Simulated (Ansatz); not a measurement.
Total energies of the cluster Ge₃Te₂ from Ansatz at r2SCAN-D4/def2-TZVP, gas phase (1 Eh = 27.2114 eV = 2625.5 kJ/mol). The reference geometry is relaxed at PBE-D4/def2-SVP.

```xyz
5

Ge   -1.182    1.336    0.815
Ge    1.583   -0.904   -0.725
Ge   -1.081   -1.166   -0.245
Te   -0.038    1.076   -1.633
Te    0.718   -0.342    1.787
```

| state | geometry | energy (Eh) |
| --- | --- | --- |
| charge 0 singlet | reference | -6767.40884 |
| charge 1 doublet | reference | -6767.11939 |
| charge 0 triplet | relaxed at PBE-D4/def2-SVP | -6767.36473 |
| charge 0 quintet | relaxed at PBE-D4/def2-SVP | -6767.30818 |
| free Ge atom (triplet) | – | -2076.90335 |
| free Te atom (triplet) | – | -268.08831 |

In the def2 sets Te takes a core potential; there is no spin–orbit coupling.

Question: Work out the vertical ionisation energy to the doublet.

Answer: E(charge 1 doublet) − E(charge 0 singlet) = -6767.11939 − (-6767.40884) = 0.28945 Eh = 7.88 eV. For comparison, −ε of the highest occupied level is 5.71 eV at this level, 2.17 eV less.

Question: Which of the charge 0 states is lowest, and how far above it are the others?

Answer: The singlet. triplet: -6767.36473 − (-6767.40884) = 0.04411 Eh = 115.8 kJ/mol; quintet: -6767.30818 − (-6767.40884) = 0.10066 Eh = 264.3 kJ/mol. The triplet differs in its bonds from the reference. The quintet differs in its bonds from the reference.

Question: What is the binding energy per atom against free atoms?

Answer: Atoms: 3 × (-2076.90335) + 2 × (-268.08831) = -6766.88667 Eh. Binding: -6766.88667 − (-6767.40884) = 0.52217 Eh = 14.21 eV, or 2.84 eV for each of 5 atoms (no zero-point energy, no counterpoise term).

The structure comes from a short search, and lower isomers may exist.
